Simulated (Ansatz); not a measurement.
Complex (SMILES): N#N (N2) with S (H2S), atoms 1 to 2 the first; geometry from B3LYP-D3(BJ)/def2-TZVP, monomers rigid:
```xyz
5

N      0.5569     0.0216    -0.1918
N      0.4057    -0.6429     0.6599
S     -1.8739     2.6331    -1.4786
H     -0.7246     1.9720    -1.6881
H     -1.2906     3.5002    -0.6354
```

Basis-set convergence of the counterpoise-corrected interaction energy at PBE with Ansatz (a quantum-chemistry and plane-wave program). Cartesian d functions, on some or all atoms, in 6-31G*, 6-31+G*, 6-311G**; all else is spherical. The program fits the integrals of some runs and decomposes those of others, by size. No added dispersion term, no relativity. Functions are those of the species that has most. Reference: the value in aug-pcseg-3, -0.34 kcal/mol. Deviations are taken from unrounded values.

```
basis            functions  counterpoise-corrected interaction energy (kcal/mol)  minus reference (kcal/mol)
---------------  ---------  ----------------------------------------------------  --------------------------
STO-3G                  21                                                 -0.26                        0.09
6-31G                   35                                                 -0.54                       -0.20
def2-SV(P)              50                                                 -0.37                       -0.03
6-31G*                  53                                                 -0.36                       -0.01
cc-pV(D+d)Z             61                                                 -0.41                       -0.07
6-31+G*                 65                                                 -0.34                        0.00
6-311G**                75                                                 -0.43                       -0.08
def2-SVPD               83                                                 -0.39                       -0.04
6-311++G(2d,2p)        109                                                 -0.33                        0.01
def2-TZVPP             132                                                 -0.36                       -0.02
aug-pcseg-2            188                                                 -0.34                        0.00
aug-cc-pV(T+d)Z        193                                                 -0.34                        0.01
cc-pV(Q+d)Z            234                                                 -0.37                       -0.03
```
